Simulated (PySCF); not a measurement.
Dipole response of W²⁺ (tungsten, charge +2)

[Xe] 4f14 5d4, high-spin 5D determinant. Calculation: PySCF 2.14, in aug-cc-pVQZ-PP with ECP60MDF (7s7p6d4f3g2h, 135 functions); a scalar-relativistic core potential. Coupled (time-dependent) response in atomic units; α is the mean over directions.

| method | mean α (bohr³) | α xx, yy, zz | C₆ (like pair) | S(−4) |
| --- | --- | --- | --- | --- |
| UHF | 12.27 | 11.36, 11.36, 14.10 | 72.22 | 61.19 |
| PBE | 13.75 | 13.44, 13.44, 14.36 | 81.61 | 85.96 |

S(−4) is the Cauchy moment in α(ω) = α(0) + S(−4) ω² + …

Spin-orbit coupling is absent.

α(iu) at PBE:

```json
{"u (hartree)": "0", "α(iu) (bohr³)": "13.75"}
{"u (hartree)": "0.0500", "α(iu) (bohr³)": "13.54"}
{"u (hartree)": "0.100", "α(iu) (bohr³)": "12.97"}
{"u (hartree)": "0.200", "α(iu) (bohr³)": "11.33"}
{"u (hartree)": "0.300", "α(iu) (bohr³)": "9.697"}
{"u (hartree)": "0.500", "α(iu) (bohr³)": "7.280"}
{"u (hartree)": "0.750", "α(iu) (bohr³)": "5.386"}
{"u (hartree)": "1.00", "α(iu) (bohr³)": "4.164"}
{"u (hartree)": "1.50", "α(iu) (bohr³)": "2.704"}
{"u (hartree)": "2.00", "α(iu) (bohr³)": "1.886"}
{"u (hartree)": "3.00", "α(iu) (bohr³)": "1.048"}
{"u (hartree)": "5.00", "α(iu) (bohr³)": "0.4462"}
```

A single London oscillator, α(iu) = α/(1 + u²/ω²), gives C₆ = (3/4) ω α². Matching the computed C₆ needs ω = 4 × 81.61 / (3 × 13.75²) = 0.576 hartree.

For an ion, C₆ is the dispersion term alone; charge-induced terms of lower order in 1/R come first.

The components differ because the open shell of this determinant is not spherical; for a pure term their mean is the scalar polarisability.

Energies and moments cover only the electrons outside the core potential. Spin-orbit coupling, absent here, splits the open shell strongly.
